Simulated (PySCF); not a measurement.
Electron correlation in Nd⁴⁵⁺ (neodymium, charge +45)

[Ne] 3s2 3p3, high-spin 4S determinant. All numbers are calculated (PySCF 2.14, the non-relativistic Hamiltonian (point nucleus), in an even-tempered Gaussian basis (16 s from 9.6 bohr⁻², ratio 2.5; 10 p from 12 bohr⁻², ratio 2.5; 4 d from 50 bohr⁻², ratio 2.7; 4 f from 74 bohr⁻², ratio 2.7)). Frozen: 1s2; 13 electrons correlated; the 17 highest virtual orbitals of each spin left out.

MP2 pair energies summed by pair of shells (mhartree):

```json
{"pair": "2p-2p", "energy": "-191.84", "share (%)": "38.2"}
{"pair": "3s-3p", "energy": "-93.72", "share (%)": "18.7"}
{"pair": "2p-3p", "energy": "-64.76", "share (%)": "12.9"}
{"pair": "2s-2p", "energy": "-54.59", "share (%)": "10.9"}
{"pair": "2p-3s", "energy": "-35.39", "share (%)": "7.0"}
{"pair": "3p-3p", "energy": "-23.84", "share (%)": "4.7"}
{"pair": "2s-3p", "energy": "-12.53", "share (%)": "2.5"}
{"pair": "2s-2s", "energy": "-10.36", "share (%)": "2.1"}
{"pair": "3s-3s", "energy": "-8.06", "share (%)": "1.6"}
{"pair": "2s-3s", "energy": "-7.16", "share (%)": "1.4"}
```

Total MP2 correlation energy: -502.23 mhartree.

At this charge a non-relativistic calculation is a model, useful for the Z dependence of the correlation energy.

Spin-orbit coupling is strong in this species, so the high-spin LS determinant is a model state.
